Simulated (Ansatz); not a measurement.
Mulliken charges of `C#[C][SnH2][CH3]` from PBE/def2-TZVPP in Ansatz (PBE0-D4/def2-TZVP geometry).

```csv
atom,x (Å),y (Å),z (Å),charge (e)
C1,2.524,-0.118,-1.254,-0.093
C2,1.422,0.219,-0.897,-0.457
Sn3,-0.488,0.769,-0.255,0.773
C4,-1.172,-0.725,1.105,-0.564
H5,3.498,-0.412,-1.573,0.194
H6,-0.357,2.296,0.495,-0.119
H7,-1.484,0.872,-1.636,-0.119
H8,-1.204,-1.689,0.599,0.131
H9,-2.169,-0.476,1.467,0.123
H10,-0.488,-0.787,1.951,0.131
```

**Question.** By hand: the dipole of these point charges (1 e Å = 4.8032 D).

**Answer.** Σ q r = (-0.192, 0.074, 0.051) e Å, of length 0.212 e Å = 1.02 D.

**Question.** How does the dipole of the full density compare? (Estimate.)

**Answer.** Computed: (-0.123, -0.103, 0.134) e Å, 1.00 D; the point charges give 1.02 times that, at 59° from its direction.

Point charges leave out the atoms' own dipoles, such as those of lone pairs, and Mulliken's split depends on the basis, so the two needn't agree.
